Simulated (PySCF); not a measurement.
C5ClO5Re, multiplicity 1. Atoms are numbered in the order given.

```xyz
12

Re     0.0000     0.0000     0.0941
O     -2.2281     2.2281    -0.1160
C     -1.4279     1.4279    -0.0200
O      2.2281     2.2281    -0.1160
C      1.4279     1.4279    -0.0200
O     -2.2281    -2.2281    -0.1160
C     -1.4279    -1.4279    -0.0200
O      2.2281    -2.2281    -0.1160
C      1.4279    -1.4279    -0.0200
O      0.0000     0.0000     3.1869
C      0.0000     0.0000     2.0390
Cl     0.0000     0.0000    -2.3882
```

Geometry optimised at PBE0-D3(BJ)/def2-SVP. The multiplicity is an assumed one; other spin states were not compared. The isomer is the one that the SMILES or the coordinates give; other isomers of the formula were not compared. The def2 effective core potentials stand for the cores of Re; spin–orbit coupling is left out.

Computed with CAM-B3LYP/def2-SVP in PySCF.

ESP charges are fitted to the potential on shells at 1.4 to 2.0 van der Waals radii. Atomic charges (e):

```tsv
atom	ESP fit	Mulliken
Re1	-1.34	___
O2	-0.22	___
C3	0.59	___
O4	-0.22	___
C5	0.59	___
O6	-0.22	___
C7	0.59	___
O8	-0.22	___
C9	0.59	___
O10	-0.21	___
C11	0.32	___
Cl12	-0.29	___
```

Fill in the missing entries. (Estimate from the structure and the level; the computed values follow.)


- Re1, Mulliken: -0.52
- O2, Mulliken: 0.02
- C3, Mulliken: 0.20
- O4, Mulliken: 0.02
- C5, Mulliken: 0.20
- O6, Mulliken: 0.02
- C7, Mulliken: 0.20
- O8, Mulliken: 0.02
- C9, Mulliken: 0.20
- O10, Mulliken: -0.06
- C11, Mulliken: -0.04
- Cl12, Mulliken: -0.27
